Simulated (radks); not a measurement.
Species: the lanthanum ion La2+. Configuration: [Xe] 5d1. Method: non-relativistic Kohn-Sham, BLYP, spin-unpolarised, spherical densities, point nucleus; relativity is left out, which matters for an element this heavy; computed with a radial shooting solver on a logarithmic mesh with Libxc functionals. Some entries of the table are withheld. Estimate them.

| orbital | occ. | eigenvalue (Ry) | <r^2> (bohr^2) | <r> (bohr) |
|---|---|---|---|---|
| 1s | 2 | -2715.171 | 0.0009494 | 0.02665 |
| 2s | 2 | -420.9414 | (1) | 0.1142 |
| 2p | 6 | -397.7617 | 0.01145 | 0.09710 |
| 3s | 2 | -90.69766 | 0.1025 | (2) |
| 3p | 6 | -80.72697 | 0.09714 | 0.2898 |
| 3d | 10 | -62.15078 | 0.07992 | 0.2605 |
| 4s | 2 | -18.93821 | 0.5274 | 0.6841 |
| 4p | 6 | -15.25279 | 0.5658 | 0.7058 |
| 4d | 10 | -8.81066 | 0.6755 | 0.7637 |
| 5s | 2 | -3.52977 | 2.941 | 1.619 |
| 5p | 6 | -2.52388 | (3) | 1.811 |
| 5d | 1 | -1.10785 | 7.552 | 2.558 |

Answer. 
(1) 2s <r^2> (bohr^2): 0.01531
(2) 3s <r> (bohr): 0.2998
(3) 5p <r^2> (bohr^2): 3.705
